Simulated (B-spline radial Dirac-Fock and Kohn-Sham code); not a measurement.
## Subshell cross sections of N³⁻, photon energy 4030 eV

System: nitrogen as N³⁻, [He] 2s2 2p6, inside a Watson sphere of charge +3 and radius 1.752 Å (a model of the Madelung potential; inside it an electron's potential energy is lowered by 24.7 eV).

The computed values come from a radial finite-basis atomic code: the independent-particle Dirac-Slater model, thresholds from Dirac-Fock. The asymmetry parameter β is from the dipole term alone. Kinetic energies are from the vacuum level.

The last column is dσ/dΩ = σ/(4π) · [1 − (β/2) P₂(cos θ)] at θ = 90° from the beam of unpolarised light.

```tsv
subshell	electrons	binding (eV)	kinetic (eV)	σ (kb)	β	dσ/dΩ (kb/sr)
K (1s)	2	400.0	3630.0	1.32	2.00	0.158
L1 (2s)	2	19.04	4011.0	0.0573	2.00	0.00684
L2 (2p1/2)	2	5.37	4024.6	0.000652	0.15	5.38e-05
L3 (2p3/2)	4	5.36	4024.6	0.00128	0.14	0.000106
```

Branching ratios of the spin-orbit partners (statistical value in brackets): 2p 1.97 (2.00).
